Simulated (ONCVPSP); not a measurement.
# Reading a pseudo-wave (C)

Columns: radius, all-electron u(r) and pseudo u(r) of the 2p shell (level -5.29 eV) of carbon in the configuration [He] 2s2 2p2; PBE, scalar-relativistic, ONCV scheme, ONCVPSP 4.0.1.

| r (bohr) | all-electron | pseudo |
| --- | --- | --- |
| 0.165 | 0.1080 | 0.0299 |
| 0.330 | 0.2868 | 0.1143 |
| 0.495 | 0.4459 | 0.2386 |
| 0.660 | 0.5645 | 0.3820 |
| 0.825 | 0.6449 | 0.5225 |
| 0.990 | 0.6906 | 0.6407 |
| 1.155 | 0.7080 | 0.7236 |
| 1.320 | 0.7045 | 0.7663 |
| 1.485 | 0.6862 | 0.7708 |
| 1.650 | 0.6581 | 0.7449 |
| 1.815 | 0.6239 | 0.6987 |
| 1.980 | 0.5864 | 0.6424 |
| 2.145 | 0.5474 | 0.5843 |
| 2.310 | 0.5083 | 0.5294 |
| 2.475 | 0.4701 | 0.4804 |
| 2.640 | 0.4334 | 0.4374 |
| 2.805 | 0.3985 | 0.3996 |
| 2.970 | 0.3656 | 0.3658 |
| 3.135 | 0.3350 | 0.3350 |
| 3.300 | 0.3065 | 0.3065 |
| 3.465 | 0.2800 | 0.2801 |
| 3.630 | 0.2557 | 0.2557 |
| 3.795 | 0.2332 | 0.2332 |
| 3.960 | 0.2125 | 0.2125 |
| 4.125 | 0.1936 | 0.1936 |
| 4.290 | 0.1761 | 0.1762 |

(1) How many radial nodes do the two functions have?

(2) At about which radius was the pseudo-wave matched?

(3) Where does each function peak?

(4) Is the pseudo-wave norm-conserving?

Results:

(1) The all-electron 2p function has n − l − 1 = 0; the pseudo-wave has 0.

(2) 3.20 bohr. The columns agree to 0.0005 from 2.97 bohr on; several derivatives are matched, so the curves merge somewhat inside the radius.

(3) Outermost all-electron maximum near 1.16 bohr, pseudo maximum near 1.49 bohr (to the table’s step).

(4) Yes: the ONCV scheme keeps the norm inside the radius equal to the all-electron one, which fixes the energy derivative of the logarithmic derivative at the level.
